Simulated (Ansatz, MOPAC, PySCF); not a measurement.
Complex: N2 (SMILES N#N) (first 2 atoms) with CH2O (SMILES C=O); geometry from B3LYP-D3(BJ)/def2-TZVP, rigid monomers moved along the line of their centres of mass till N2···C3 is 4.46 Å.
(charge 0, multiplicity 1):
```xyz
6

N     -0.3431     0.1055    -0.8559
N      0.2646    -0.0814     0.0303
C      0.5871    -0.2831     4.4728
O     -0.4586    -0.0144     4.9942
H      0.8559    -1.3199     4.1928
H      1.3442     0.4900     4.2394
```

Interaction energies are E(AB) − E(A) − E(B) at the monomers' geometry in the complex; basis-set methods are counterpoise corrected. Rows marked so take none.

Cores are frozen in the correlated methods. CBS(a, b) extrapolates the correlation energy as X⁻³ and adds the Hartree–Fock energy of set b. Rows in 3-21G, 6-31G* carry no dispersion term and start afresh at each structure (6-31G* with six Cartesian d functions). MP2/6-31G* freezes PySCF's default core. The state that AM1, PM3, PM6 reach isn't checked.

Codes used: Ansatz (a first-principles code); MOPAC for AM1, PM3, PM6 (differences of heats of formation); PySCF for 3-21G rows, 6-31G* rows, the dispersion terms. Values without a source in brackets are computed.

Other levels give for the interaction energy: PBE/def2-TZVPPD -0.20; B3LYP/def2-TZVPPD -0.09; B3LYP-D3(BJ)/def2-TZVPPD -0.25; wB97M-V/def2-TZVPPD -0.27; CCSD(T)/CBS(aug-cc-pVDZ, aug-cc-pVTZ) -0.27 kcal/mol.

Common cheap choices:

```json
[
 {"level": "AM1", "interaction energy (kcal/mol)": "-0.19", "less -0.27 (CCSD(T)/CBS(aug-cc-pVDZ, aug-cc-pVTZ))": "0.08"},
 {"level": "PM3", "interaction energy (kcal/mol)": "-0.20", "less -0.27 (CCSD(T)/CBS(aug-cc-pVDZ, aug-cc-pVTZ))": "0.06"},
 {"level": "PM6", "interaction energy (kcal/mol)": "-0.35", "less -0.27 (CCSD(T)/CBS(aug-cc-pVDZ, aug-cc-pVTZ))": "-0.09"},
 {"level": "HF/6-31G* (no counterpoise)", "interaction energy (kcal/mol)": "-0.18", "less -0.27 (CCSD(T)/CBS(aug-cc-pVDZ, aug-cc-pVTZ))": "0.09"},
 {"level": "B3LYP/3-21G (no counterpoise)", "interaction energy (kcal/mol)": "-0.16", "less -0.27 (CCSD(T)/CBS(aug-cc-pVDZ, aug-cc-pVTZ))": "0.11"},
 {"level": "B3LYP/6-31G*", "interaction energy (kcal/mol)": "-0.11", "less -0.27 (CCSD(T)/CBS(aug-cc-pVDZ, aug-cc-pVTZ))": "0.16"},
 {"level": "B3LYP/6-31G* (no counterpoise)", "interaction energy (kcal/mol)": "-0.13", "less -0.27 (CCSD(T)/CBS(aug-cc-pVDZ, aug-cc-pVTZ))": "0.13"},
 {"level": "MP2/6-31G* (no counterpoise)", "interaction energy (kcal/mol)": "-0.27", "less -0.27 (CCSD(T)/CBS(aug-cc-pVDZ, aug-cc-pVTZ))": "0.00"}
]
```
